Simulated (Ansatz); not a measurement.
`[F][W]([F])([F])(=[S])[Cl]` + HCl → `[F][W]([F])(=[S])([Cl])[Cl]` + H–F at 298.15 K and 1 bar (ligand exchange at a W–F bond).

Program: Ansatz. Geometries: PBE0-D4/def2-TZVP. ΔE: electronic, gas phase. CBS: MP2 limit from def2 TZ/QZ plus the TZ coupled-cluster correction, frozen cores. This one scheme is used for every species. def2 core potentials past Kr. For W outer-core shells are correlated without core-valence functions, which leaves a few kJ/mol of doubt a bond.

```csv
species,CCSD(T)/CBS energy (Eh),H − E (kJ/mol),S (J/(mol·K))
`[F][W]([F])([F])(=[S])[Cl]`,-1224.11335,49.3,373.9
HCl,-460.38127,26.6,186.8
`[F][W]([F])(=[S])([Cl])[Cl]`,-1584.09504,47.7,385.5
H–F,-100.39570,33.5,173.6
```

H − E and S are ideal-gas, rigid-rotor, harmonic terms from PBE0-D4/def2-TZVP. 1 Eh = 2625.50 kJ/mol, R = 8.31446 J/(mol·K).

**Question.** By hand: ΔE, ΔH, ΔS and ΔG.

**Answer.** ΔE = (-1584.09504) + (-100.39570) − (-1224.11335) − (-460.38127) = 0.00388 Eh = 10.2 kJ/mol. Δ(H − E) = 47.7 + 33.5 − 49.3 − 26.6 = 5.3, so ΔH = 15.5 kJ/mol. ΔS = 385.5 + 173.6 − 373.9 − 186.8 = -1.6 J/(mol·K). ΔG = 15.5 − 298.15 × (-1.6)/1000 = 16.0 kJ/mol.

**Question.** By hand: the equilibrium constant, and the temperature at which ΔG would vanish if ΔH and ΔS stayed fixed.

**Answer.** log₁₀ K = −ΔG/(RT ln 10) = -2.8. ΔH and −TΔS have one sign here, so there is no such temperature.

The number of gas molecules stays the same, so ΔS is small and ΔH decides. A doubt of 5 kJ/mol in ΔE shifts log₁₀ K by 0.9 here. These are equilibria of isolated gas molecules and say nothing of rates. Largest T1 diagnostic: 0.021 (customary marks: 0.02 for closed shells, 0.045 for open ones).

ΔS is within the doubt of such terms, so its sign, and with it that verdict, could turn.
